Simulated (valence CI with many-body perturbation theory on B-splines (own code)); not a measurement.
## Energy levels of Tb16+

Computed by relativistic CI+MBPT: three valence electrons over a frozen Dirac-Fock core [Kr] 4d10, radial functions for each j: 8 s, 8 p, 9 d, 9 f, 6 g, 3 h, 2 i, with the one-electron correlation potential Σ1 (screened to all orders), the two-electron term Σ2, the three-electron term Σ3, Breit, model QED; selected single and double excitations, second order for the rest (own B-spline code, finite nucleus).

No measured levels were compared; by estimate terms of the open shell hold to a few per cent of their energy, and close levels can change places. Core correlation moves these levels by up to 38000 cm⁻¹, and in measured spectra 5 to 20 % of such shifts remained as error; rates that hang on mixing are uncertain with them.

Levels 1 to 45 of 62, with energies above the lowest level, 4f3 4I°_9/2. "Leading %" is the weight of the configuration and term that name the level; weights of strongly mixed levels are sums over their largest components and can fall short. In the jj column 3d3/2^4 stands for four electrons in 3d with j = 3/2. Lifetimes count E1, E2, E3, M1 and M2 decay at the calculated energies, and are blank where another channel may lead or the interval is too uncertain; long ones can be off by a factor of two.

| No. | Configuration | Term | J | E (cm⁻¹) | Leading % | Leading jj | Lifetime | Second component |
| --- | --- | --- | --- | --- | --- | --- | --- | --- |
| 1 | 4f3 | 4I° | 9/2 | 0.0 | 93 | 4f5/2^3 (69 %) |  | 6 % 4f3 2H° |
| 2 | 4f3 | 4I° | 11/2 | 5897 | 98 | 4f5/2^2 4f7/2 (90 %) | 119 ms |  |
| 3 | 4f3 | 4I° | 13/2 | 11757 | 99 | 4f5/2 4f7/2^2 (77 %) | 105 ms |  |
| 4 | 4f3 | 4I° | 15/2 | 17498 | 96 | 4f5/2 4f7/2^2 (46 %) | 167 ms |  |
| 5 | 4f3 | 4F° | 3/2 | 23092 | 86 | 4f5/2^3 (55 %) |  | 11 % 4f3 2D° |
| 6 | 4f3 | 2H° | 9/2 | 24718 | 57 | 4f5/2^2 4f7/2 (60 %) | 31.6 ms | 25 % 4f3 2G° |
| 7 | 4f3 | 4F° | 5/2 | 26674 | 95 | 4f5/2^2 4f7/2 (74 %) | 569 ms | 4 % 4f3 2D° |
| 8 | 4f3 | 4F° | 7/2 | 29097 | 79 | 4f5/2^2 4f7/2 (71 %) | 677 ms | 19 % 4f3 2G° |
| 9 | 4f3 | 4S° | 3/2 | 29102 | 86 | 4f5/2^2 4f7/2 (66 %) | 1.24 s | 11 % 4f3 2P° |
| 10 | 4f3 | 4F° | 9/2 | 32942 | 71 | 4f5/2 4f7/2^2 (85 %) | 59.1 ms | 22 % 4f3 2H° |
| 11 | 4f3 | 2H° | 11/2 | 34516 | 89 | 4f5/2 4f7/2^2 (71 %) | 33.6 ms | 8 % 4f3 4G° |
| 12 | 4f3 | 4G° | 5/2 | 35085 | 96 | 4f5/2^3 (42 %) | 1.20 s |  |
| 13 | 4f3 | 2G° | 7/2 | 35870 | 45 | 4f5/2^2 4f7/2 (67 %) | 82.5 ms | 39 % 4f3 4G° |
| 14 | 4f3 | 2K° | 13/2 | 39074 | 97 | 4f5/2^2 4f7/2 (66 %) | 32.4 ms |  |
| 15 | 4f3 | 4G° | 7/2 | 40846 | 59 | 4f5/2 4f7/2^2 (59 %) | 77.3 ms | 35 % 4f3 2G° |
| 16 | 4f3 | 4G° | 9/2 | 42609 | 80 | 4f5/2 4f7/2^2 (73 %) | 48.2 ms | 8 % 4f3 2H° |
| 17 | 4f3 | 2D° | 3/2 | 43333 | 44 | 4f5/2 4f7/2^2 (63 %) | 22.3 ms | 34 % 4f3 2P° |
| 18 | 4f3 | 2K° | 15/2 | 44600 | 85 | 4f5/2^2 4f7/2 (56 %) | 23.7 ms | 11 % 4f3 2L° |
| 19 | 4f3 | 2G° | 9/2 | 47195 | 61 | 4f7/2^3 (78 %) | 27.0 ms | 15 % 4f3 4F° |
| 20 | 4f3 | 2P° | 1/2 | 47768 | 88 | 4f5/2^2 4f7/2 (64 %) | 54.3 ms | 12 % 4f3 4D° |
| 21 | 4f3 | 4G° | 11/2 | 47834 | 86 | 4f7/2^3 (41 %) | 86.1 ms | 14 % 4f3 2H° |
| 22 | 4f3 | 2D° | 5/2 | 49951 | 95 | 4f5/2 4f7/2^2 (73 %) | 35.6 ms | 4 % 4f3 4F° |
| 23 | 4f3 | 2P° | 3/2 | 57123 | 50 | 4f7/2^3 (62 %) | 18.9 ms | 42 % 4f3 2D° |
| 24 | 4f3 | 4D° | 5/2 | 57416 | 68 | 4f5/2^2 4f7/2 (67 %) | 59.2 ms | 27 % 4f3 2D° |
| 25 | 4f3 | 4D° | 3/2 | 57577 | 70 | 4f5/2^2 4f7/2 (64 %) | 81.7 ms | 29 % 4f3 2D° |
| 26 | 4f3 | 2I° | 11/2 | 58333 | 78 | 4f5/2^2 4f7/2 (70 %) | 58.9 ms | 19 % 4f3 2H° |
| 27 | 4f3 | 4D° | 1/2 | 60337 | 88 | 4f5/2 4f7/2^2 (64 %) | 143 ms | 12 % 4f3 2P° |
| 28 | 4f3 | 2L° | 15/2 | 61051 | 89 | 4f5/2 4f7/2^2 (48 %) | 33.0 ms | 11 % 4f3 2K° |
| 29 | 4f3 | 2I° | 13/2 | 62747 | 98 | 4f5/2 4f7/2^2 (89 %) | 55.5 ms |  |
| 30 | 4f3 | 2L° | 17/2 | 64588 | 100 | 4f5/2 4f7/2^2 (100 %) | 78.3 ms |  |
| 31 | 4f3 | 4D° | 7/2 | 64662 | 97 | 4f5/2 4f7/2^2 (69 %) | 114 ms |  |
| 32 | 4f3 | 2H° | 9/2 | 66707 | 96 | 4f5/2 4f7/2^2 (50 %) | 35.2 ms |  |
| 33 | 4f3 | 2D° | 3/2 | 70286 | 73 | 4f5/2 4f7/2^2 (66 %) | 22.4 ms | 24 % 4f3 4D° |
| 34 | 4f3 | 2H° | 11/2 | 71568 | 76 | 4f5/2 4f7/2^2 (48 %) | 21.0 ms | 20 % 4f3 2I° |
| 35 | 4f3 | 2D° | 5/2 | 71870 | 36 | 4f5/2 4f7/2^2 (67 %) | 14.5 ms | 33 % 4f3 2F° |
| 36 | 4f3 | 2F° | 5/2 | 80936 | 58 | 4f7/2^3 (61 %) | 9.35 ms | 37 % 4f3 2D° |
| 37 | 4f3 | 2F° | 7/2 | 83404 | 95 | 4f7/2^3 (42 %) | 10.7 ms |  |
| 38 | 4f3 | 2G° | 9/2 | 96646 | 98 | 4f5/2 4f7/2^2 (66 %) | 24.5 ms |  |
| 39 | 4f3 | 2G° | 7/2 | 99184 | 97 | 4f5/2 4f7/2^2 (54 %) | 34.5 ms |  |
| 40 | 4f2.5s | 4H | 7/2 | 123470 | 95 | 4f5/2^2 5s (90 %) | 116 μs | 4 % 4f2.5s 2G |
| 41 | 4f2.5s | 4H | 9/2 | 126730 | 85 | 4f5/2^2 5s (68 %) | 107 μs | 10 % 4f2.5s 2H |
| 42 | 4f2.5s | 4H | 11/2 | 132730 | 95 | 4f5/2 4f7/2 5s (91 %) | 97.0 μs | 5 % 4f2.5s 2H |
| 43 | 4f2.5s | 4F | 3/2 | 134580 | 96 | 4f5/2^2 5s (74 %) | 31.9 μs | 4 % 4f2.5s 2D |
| 44 | 4f3 | 2F° | 7/2 | 135420 | 97 | 4f5/2^2 4f7/2 (51 %) | 5.70 ms |  |
| 45 | 4f2.5s | 4F | 5/2 | 136900 | 91 | 4f5/2^2 5s (52 %) | 28.9 μs | 5 % 4f2.5s 2F |

Names give the largest LS component (configuration and term), which can be under half, so a name can repeat, a term be missing and a line seem to break the LS rules; names also repeat where a configuration has a term twice.

Where two levels of one J and parity lie close, their mixing, g and order are uncertain.

The ionisation energy to 4f2 3H_4 of the next ion comes out as 354.78 eV (NIST: 358 ± 17 eV (theoretical)). All 62 levels together are meant to be complete up to 182300 cm⁻¹.
